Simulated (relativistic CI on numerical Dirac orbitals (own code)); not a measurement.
**Sensitivity of the levels of Ti16+ to α and to the nuclear radius**

Computed by Dirac-Coulomb-Breit CI, orbitals from a KLI potential per configuration, derivatives by finite differences, unscaled Slater integrals, QED left out (own radial code, finite nucleus).

Configurations in the expansion (outside the closed core 1s2): 2s2 2p2, 2s 2p3, 2p4, 2p3 3s, 2p3 3p, 2p3 3d, 2s2 2p 3s, 2s2 2p 3p. Levels of other configurations are missing.

With x = (α/α₀)² − 1 an excitation energy changes as ω = ω₀ + qx; K = 2q/ω₀ is the relative enhancement. Terms are leading LS components, so labels can repeat. The field-shift factor is F = δν/δ⟨r²⟩ for the transition from the lowest level.

Lowest level 2s2 2p2 3P_0.

```csv
Level,ω₀ (cm⁻¹),q (cm⁻¹),K,F (GHz/fm²)
2s2 2p2 3P_1,29664,38830,2.62,0.0233
2s2 2p2 3P_2,55914,56990,2.04,-0.0418
2s2 2p2 1D_2,142965,72970,1.02,-0.0575
2s2 2p2 1S_0,238655,80740,0.677,-2
2s 2p3 5S°_2,323342,96290,0.596,-41.7
2s 2p3 3D°_2,581088,88080,0.303,-42.4
2s 2p3 3D°_1,582470,88760,0.305,-42.4
2s 2p3 3D°_3,588848,103400,0.351,-42.4
2s 2p3 3P°_0,680999,106600,0.313,-42.4
2s 2p3 3P°_1,683512,111800,0.327,-42.4
2s 2p3 3P°_2,689294,122200,0.355,-42.4
2s 2p3 3S°_1,846730,96920,0.229,-44.9
2s 2p3 1D°_2,856639,114400,0.267,-44.1
2s 2p3 1P°_1,954766,129900,0.272,-44.1
2p4 3P_2,1287124,127300,0.198,-85.6
2p4 3P_1,1328468,173400,0.261,-85.8
2p4 3P_0,1335283,169100,0.253,-85.7
2p4 1D_2,1402950,164400,0.234,-85.7
2p4 1S_0,1582081,176600,0.223,-83.6
2s2 2p 3s 3P°_0,5150279,17170,0.00667,16.1
2s2 2p 3s 3P°_1,5156408,18800,0.00729,16.1
2s2 2p 3s 3P°_2,5205847,73630,0.0283,15.9
2s2 2p 3s 1P°_1,5224874,72020,0.0276,15.9
```

At this charge energies of transitions that change n are usually good to better than 1 %, and those within a shell (Δn = 0) to a few per cent.
